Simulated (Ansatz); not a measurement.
The pair A = HF (SMILES F) (first 2 atoms), B = SiH4 (SMILES [SiH4]); geometry from B3LYP-D3(BJ)/def2-TZVP.
(charge 0, multiplicity 1):
```xyz
7

F     -0.2022    -0.4294    -0.4678
H     -0.1008    -0.7705     0.3912
Si    -0.0386     0.1356     3.0635
H      0.0471    -1.0166     2.1228
H      1.0491     1.0838     2.7488
H      0.1149    -0.3966     4.4336
H     -1.3570     0.7809     2.9008
```

Correlated levels freeze the cores. MP2 and its Hartree–Fock in aug-cc-pV(Q+d)Z are density fitted.

Run with Ansatz (Gaussian basis) for Hartree–Fock, density functionals and correlated methods. Values without a source in brackets are computed.

The counterpoise-corrected interaction energy is E(AB) − E(A in the pair's basis) − E(B in the pair's basis). Total energies (hartree):

```
level                              AB  A in the pair's basis  B in the pair's basis
-----------------------  ------------  ---------------------  ---------------------
HF/aug-cc-pV(T+d)Z       -391.3237786           -100.0604185           -291.2636311
MP2/aug-cc-pV(T+d)Z      -391.7525232           -100.3411678           -291.4094481
HF/aug-cc-pV(Q+d)Z       -391.3349664           -100.0678192           -291.2674000
MP2/aug-cc-pV(Q+d)Z      -391.7932246           -100.3697606           -291.4214279
CCSD(T)/aug-cc-pV(T+d)Z  -391.7947113           -100.3498637           -291.4428375
```

Question: Work out the counterpoise-corrected interaction energy at the basis-set limit: extrapolate the MP2 correlation part as X⁻³, take Hartree–Fock from the larger set, and add the CCSD(T) − MP2 difference of aug-cc-pV(T+d)Z.

Answer: 
1. Differences (1 hartree = 627.509 kcal/mol): HF/aug-cc-pV(T+d)Z 0.170; MP2/aug-cc-pV(T+d)Z -1.197; HF/aug-cc-pV(Q+d)Z 0.159; MP2/aug-cc-pV(Q+d)Z -1.278; CCSD(T)/aug-cc-pV(T+d)Z -1.261.
2. Correlation parts, MP2 less HF: -1.367 in aug-cc-pV(T+d)Z (X = 3), -1.436 in aug-cc-pV(Q+d)Z (X = 4).
3. Limit (4³·(-1.436) − 3³·(-1.367))/(4³ − 3³) = -1.487; with HF/aug-cc-pV(Q+d)Z it gives -1.328.
4. CCSD(T) less MP2 in aug-cc-pV(T+d)Z: -0.064.
Result: -1.39 kcal/mol, against -1.20 at MP2/aug-cc-pV(T+d)Z. It is an estimate of this method's limit, not of the exact value.

Ansatz is an electronic-structure program.
